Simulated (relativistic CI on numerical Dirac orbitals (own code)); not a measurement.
Electric-dipole transitions in Te XXVII

These numbers are calculated, not measured: Dirac-Coulomb-Breit CI, orbitals from a KLI potential per configuration, model QED (radiative potential, 1s self-energy scaled to tabulated hydrogen-like ionisation energies), unscaled Slater integrals (own radial code, finite nucleus).

CI space (outside the closed core [Ne]): 3s²3p⁶3d⁸, 3s²3p⁵3d⁹, 3s²3p⁴3d¹⁰, 3s3p⁶3d⁹, 3p⁶3d¹⁰, 3s3p⁵3d¹⁰, 3s²3p⁶3d⁷4s, 3s²3p⁶3d⁷4p, 3s²3p⁶3d⁷4d, 3s²3p⁴3d⁹4s, 3s²3p⁶3d⁷4f, 3s²3p⁵3d⁸4s, 3s²3p⁴3d⁹4p, 3s²3p⁶3d⁶4s², 3s²3p⁵3d⁸4p, 3s²3p⁴3d⁹4d, 3s3p⁵3d⁹4s, 3s²3p⁶3d⁶4s4p, 3s²3p⁶3d⁷5s, 3s3p⁵3d⁹4p, 3s²3p⁵3d⁸4d, 3s²3p⁶3d⁶4p², 3s3p⁶3d⁸4s, 3s²3p⁶3d⁷5p, 3s²3p⁶3d⁶4s4d, 3s3p⁵3d⁹4d, 3s²3p⁶3d⁷5d, 3p⁶3d⁹4s, 3s²3p⁶3d⁶4p4d, 3s3p⁶3d⁸4p, 3s²3p⁵3d⁸4f, 3s²3p⁵3d⁷4s², 3s²3p⁶3d⁷5f, 3s²3p⁶3d⁷5g, 3p⁶3d⁹4p, 3s²3p⁵3d⁷4s4p. Levels of other configurations are missing.

```tsv
λ vac (Å)	Lower	Upper	A (s⁻¹)	gf	Branching (%)
15.222	3s²3p⁶3d⁸ ³F4 [1]	3s²3p⁶3d⁷4f ³F°4 [395]	1.18e+12	3.69e-01	80.6
15.287	3s²3p⁶3d⁸ ³F4 [1]	3s²3p⁵3d⁸4s ³G°4 [376]	1.64e+12	5.17e-01	55.6
15.337	3s²3p⁶3d⁸ ³F4 [1]	3s²3p⁶3d⁷4f ⁵D°4 [371]	2.33e+12	7.40e-01	94.4
15.344	3s²3p⁶3d⁸ ³F4 [1]	3s²3p⁶3d⁷4f ⁵F°5 [370]	1.06e+12	4.11e-01	92.3
15.360	3s²3p⁶3d⁸ ³F4 [1]	3s²3p⁶3d⁷4f ⁵P°3 [369]	2.20e+12	5.45e-01	92.9
15.426	3s²3p⁶3d⁸ ³F4 [1]	3s²3p⁵3d⁸4s ⁵F°5 [360]	1.04e+12	4.07e-01	74.1
15.460	3s²3p⁶3d⁸ ³F3 [3]	3s²3p⁵3d⁸4s ⁵D°4 [380]	1.18e+12	3.81e-01	79.7
15.583	3s²3p⁶3d⁸ ³F3 [3]	3s²3p⁵3d⁸4s ³F°4 [366]	1.23e+12	4.02e-01	60.2
15.587	3s²3p⁶3d⁸ ¹D2 [2]	3s²3p⁵3d⁸4s ¹F°3 [356]	2.41e+12	6.16e-01	90.5
15.615	3s²3p⁶3d⁸ ³F4 [1]	3s²3p⁵3d⁸4s ³G°5 [351]	2.90e+12	1.17e+00	97.4
19.208	3s²3p⁶3d⁸ ³P2 [5]	3s²3p⁶3d⁷4p ³D°3 [132]	1.32e+12	5.11e-01	81.1
19.213	3s²3p⁶3d⁸ ³F4 [1]	3s²3p⁶3d⁷4p ³G°5 [90]	1.17e+12	7.13e-01	97.7
19.237	3s²3p⁶3d⁸ ¹G4 [7]	3s²3p⁶3d⁷4p ¹G°4 [141]	2.05e+12	1.02e+00	96.2
19.260	3s²3p⁶3d⁸ ³F4 [1]	3s²3p⁶3d⁷4p ³F°4 [87]	1.72e+12	8.62e-01	97.1
19.268	3s²3p⁶3d⁸ ³F3 [3]	3s²3p⁶3d⁷4p ³F°3 [109]	8.97e+11	3.50e-01	63.2
19.334	3s²3p⁶3d⁸ ¹D2 [2]	3s²3p⁶3d⁷4p ¹F°3 [92]	7.90e+11	3.10e-01	92.9
43.517	3s²3p⁶3d⁸ ³F3 [3]	3s²3p⁵3d⁹ ³P°2 [18]	3.59e+11	5.09e-01	36.6
43.689	3s²3p⁶3d⁸ ¹G4 [7]	3s²3p⁵3d⁹ ¹F°3 [20]	1.20e+12	2.40e+00	83.8
48.501	3s²3p⁶3d⁸ ³F4 [1]	3s²3p⁵3d⁹ ³F°3 [16]	1.99e+11	4.92e-01	29.2
50.527	3s²3p⁶3d⁸ ³F3 [3]	3s²3p⁵3d⁹ ³F°3 [16]	1.88e+11	5.05e-01	27.6
51.253	3s²3p⁶3d⁸ ³F4 [1]	3s²3p⁵3d⁹ ³D°3 [12]	5.59e+11	1.54e+00	88.6
51.377	3s²3p⁶3d⁸ ³P2 [5]	3s²3p⁵3d⁹ ³D°1 [17]	3.87e+11	4.59e-01	48.9
51.684	3s²3p⁵3d⁹ ³D°3 [12]	3s²3p⁴3d¹⁰ ³P2 [26]	4.84e+11	9.69e-01	34.9
51.740	3s²3p⁶3d⁸ ³F3 [3]	3s²3p⁵3d⁹ ³D°2 [14]	4.46e+11	8.94e-01	69.9
52.213	3s²3p⁵3d⁹ ¹F°3 [20]	3s²3p⁴3d¹⁰ ¹D2 [29]	1.11e+12	2.27e+00	58.9
52.716	3s²3p⁶3d⁸ ¹G4 [7]	3s²3p⁵3d⁹ ³F°3 [16]	2.53e+11	7.36e-01	37.0
53.615	3s3p⁶3d⁹ ³D3 [22]	3s3p⁵3d¹⁰ ³P°2 [115]	6.07e+11	1.31e+00	60.4
53.992	3s²3p⁶3d⁷4s ⁵F5 [30]	3s²3p⁵3d⁸4s ⁵F°5 [360]	3.33e+11	1.60e+00	23.8
54.107	3s²3p⁶3d⁸ ³F4 [1]	3s²3p⁵3d⁹ ³F°4 [10]	2.00e+11	7.88e-01	90.9
54.247	3s²3p⁶3d⁸ ¹D2 [2]	3s²3p⁵3d⁹ ¹D°2 [11]	3.60e+11	7.94e-01	91.9
54.821	3s²3p⁵3d⁹ ³F°3 [16]	3s²3p⁴3d¹⁰ ³P2 [26]	5.04e+11	1.13e+00	36.3
63.271	3s²3p⁵3d⁹ ³F°4 [10]	3s3p⁶3d⁹ ³D3 [22]	3.08e+11	1.29e+00	60.9
66.089	3s²3p⁴3d¹⁰ ¹D2 [29]	3s3p⁵3d¹⁰ ¹P°1 [201]	7.11e+11	1.40e+00	41.2
129.94	3s²3p⁶3d⁷4p ³G°5 [70]	3s²3p⁶3d⁷4d ³H6 [185]	1.06e+11	3.47e+00	83.7
130.04	3s²3p⁶3d⁷4p ⁵G°4 [76]	3s²3p⁶3d⁷4d ⁵H5 [203]	9.97e+10	2.78e+00	79.9
131.54	3s²3p⁶3d⁷4p ³I°6 [89]	3s²3p⁶3d⁷4d ¹K7 [240]	9.72e+10	3.78e+00	79.7
151.30	3s²3p⁶3d⁷4p ⁵G°6 [83]	3s²3p⁶3d⁷4d ⁵H7 [188]	9.16e+10	4.72e+00	99.8
151.42	3s²3p⁶3d⁷4p ⁵G°5 [103]	3s²3p⁶3d⁷4d ⁵H6 [213]	9.07e+10	4.05e+00	98.3
152.62	3s²3p⁶3d⁷4p ³I°7 [131]	3s²3p⁶3d⁷4d ³K8 [254]	8.92e+10	5.30e+00	100.0
181.90	3s²3p⁶3d⁷4s ³H6 [47]	3s²3p⁶3d⁷4p ³H°6 [137]	2.91e+10	1.88e+00	68.0
185.83	3s²3p⁶3d⁷4s ⁵F5 [30]	3s²3p⁶3d⁷4p ⁵G°6 [83]	4.06e+10	2.73e+00	99.9
186.49	3s²3p⁶3d⁷4s ⁵F4 [35]	3s²3p⁶3d⁷4p ⁵G°5 [103]	3.97e+10	2.28e+00	33.5
187.97	3s²3p⁶3d⁷4s ³G5 [40]	3s²3p⁶3d⁷4p ³H°6 [117]	3.87e+10	2.66e+00	98.0
190.07	3s²3p⁶3d⁷4s ³H6 [47]	3s²3p⁶3d⁷4p ³I°7 [131]	3.84e+10	3.12e+00	100.0
190.27	3s²3p⁶3d⁷4s ¹H5 [60]	3s²3p⁶3d⁷4p ³I°6 [155]	3.83e+10	2.70e+00	99.4
```

Terms are leading LS components. Brackets give the number of a level in order of energy, since labels repeat. The list gives strong lines, with weight on those to low levels, without lines whose two gauges differ by over a factor of 2.5, among the lowest 400 of 7795 levels, so that lines to higher ones, which can be the strongest, are missing. Levels whose partners in the same complex of configurations lie outside the list can be far off, and so can their lines. Rates are taken at the computed energies, electric ones in the length gauge.

At this charge energies of transitions that change n are usually good to better than 1 %, and those within a shell (Δn = 0) to a few per cent. Terms inside the open d or f shell come out 10 to 20 % too wide with unscaled integrals.

LS names give the leading component of a level, which can be under half, so a name can repeat, a term be missing and a line seem to break the LS rules.
